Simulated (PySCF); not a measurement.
# Spinor energies of V¹⁹⁺ (vanadium, charge +19)

Start: [He] 2s2. Calculated with PySCF 2.14 in an uncontracted even-tempered set (17 s from 4.6 bohr⁻², ratio 2.4; 11 p from 6 bohr⁻², ratio 2.4; 5 d from 20 bohr⁻², ratio 2.6; 4 f from 30 bohr⁻², ratio 2.6): generalised Hartree-Fock with the X2C-1e Hamiltonian and a Gaussian nucleus; one run each with spin-orbit coupling (SO) switched off, then screened by Boettger's factors.

```tsv
spinor shell	electrons	ε, spin-free (eV)	ε, screened SO (eV)	weight of nominal j (screened SO)	rms radius, screened SO (bohr)
1s1/2	2	-6620.3	-6620.3	1.000	0.0759
2s1/2	2	-1480.9	-1480.9	1.000	0.299
```

```tsv
quantity	spin-free	screened SO
E (hartree)	-630.39359	-630.39359
M_J	0	0
⟨J²⟩	0.000	0.000
⟨L²⟩	0.000	0.000
⟨S²⟩	0.000	0.000
```

Without spin-orbit coupling the j labels of p, d and f shells carry no meaning; the spin-free column gives the mean over the occupied spinors of each nl shell.
